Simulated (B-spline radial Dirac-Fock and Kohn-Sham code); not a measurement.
**How the settings move the core levels of Pd⁶⁺**

ΔSCF core binding energies without Breit or QED terms, calculated with an atomic code on a B-spline grid. Keys: rel is the Hamiltonian (dirac, or spin-free x2c and nr, where L3 and M5 stand for the whole 2p and 3d shells), method is hf or an exchange,correlation pair (spin-unpolarised, also for the hole states), nuc the nuclear model, radius_factor scales its radius, rmax is the box in bohr, h the logarithmic mesh step, order the B-spline order, points the quadrature points per cell, c_factor scales the speed of light, and damp, ndamp, maxit and tol steer the iteration. The run stops when the commutator error falls below 10·tol·max(1, Z/10), or the numerical noise floor, and the energy has settled to about 1e-8 Ha; the virial ratio is −V/T.

Base input:

```json
{"items": [{"Z": 46, "q": 6, "cfg": [[1, 0, 2], [2, 0, 2], [2, 1, 6], [3, 0, 2], [3, 1, 6], [3, 2, 10], [4, 0, 2], [4, 1, 6], [4, 2, 4]], "A": 106, "rrms": 4.5318, "do": "settings", "holes": ["K", "L3", "M5"],
  "settings": [{"rel": "dirac", "method": "hf", "nuc": "fermi", "radius_factor": 1.0, "rmax": 45.0, "h": 0.3, "order": 8, "points": 10, "c_factor": 1.0, "maxit": 60, "damp": 0.5, "ndamp": 3, "tol": 1e-08}]}]}
```

The ground state converged in 10 iterations, with total energy -5035.19126 Ha, virial ratio 1.95714 and highest orbital energy -100.30 eV. ΔSCF binding energies: K (1s) 24538.0 eV, L3 (2p3/2) 3295.3 eV, M5 (3d5/2) 448.5 eV.

Changes from the base run:

| changed setting | Δ total energy (Ha) | Δ K (eV) | Δ L3 (eV) | Δ M5 (eV) | iterations |
| --- | --- | --- | --- | --- | --- |
| h = 0.4 | +0.00162 | 0.00 | +0.01 | +0.01 | 10 |
| nuc = "sphere"; damp = 0.0; tol = 0.0001 | +0.00011 | 0.00 | 0.00 | 0.00 | 7 |
| c_factor = 2.0 | +81.08509 | -552.03 | +3.67 | +5.82 | 10 |
| order = 6 | +0.00016 | 0.00 | 0.00 | 0.00 | 10 |
| rel = "nr" | ? | ? | ? | ? | ? |
| method = "lda,"; order = 6; damp = 0.0 | +6.78502 | -11.30 | -19.77 | -3.39 | 10 |
| damp = 0.0 | 0.00000 | 0.00 | 0.00 | 0.00 | 9 |

Task: What does the change rel = "nr" do?

Result: The total energy moves by +106.60398 Ha and the binding energies by K -725.08 eV, L3 +4.65 eV, M5 +7.72 eV; the run takes 10 iterations.
